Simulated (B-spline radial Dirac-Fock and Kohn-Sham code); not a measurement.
## Energy-loss ionisation edge L3 of Ho

System: atomic holmium, 1s2 2s2 2p6 3s2 3p6 3d10 4s2 4p6 4d10 4f11 5s2 5p6 6s2. Level of theory: the first Born approximation with generalised oscillator strengths from a Dirac-Hartree-Slater potential (longitudinal and transverse terms; continuum final states only, so no white lines or fine structure); a B-spline atomic structure program. The edge is taken at 8071.0 eV (tabulated value).

Partial cross sections σ(β, Δ) in barn, integrated over a window Δ above the edge and up to the collection semi-angle β, for parallel illumination:

```
E₀ (kV)  β (mrad)  Δ = 25 eV  Δ = 50 eV  Δ = 100 eV  Δ = 200 eV  Δ = 300 eV
     60        10     0.0371     0.0712       0.138       0.266       0.386
     60        20      0.145      0.278       0.539        1.04        1.51
     60       100       2.14       4.12        8.03        15.6        22.7
    100         5     0.0173     0.0330      0.0639       0.123       0.178
    100        50       1.16       2.22        4.31        8.33        12.1
    100       100       2.50       4.83        9.41        18.3        26.8
    120        50       1.29       2.47        4.80        9.29        13.5
    200         5     0.0394     0.0753       0.145       0.280       0.406
    200        10      0.153      0.292       0.565        1.09        1.58
    200        20          ?          ?           ?           ?           ?
    200        50       1.61       3.10        6.02        11.7        17.1
    300         5     0.0672      0.128       0.248       0.476       0.690
    300        20      0.763       1.46        2.83        5.46        7.95
    300       100       2.58       4.98        9.73        19.0        27.9
```

Question: Give the row for 200 kV and 20 mrad.

Answer: 0.521 b for 25 eV, 0.996 b for 50 eV, 1.93 b for 100 eV, 3.72 b for 200 eV, 5.40 b for 300 eV.

Values without a named source are computed, but for edge energies of neutral atoms, which are taken from tables.
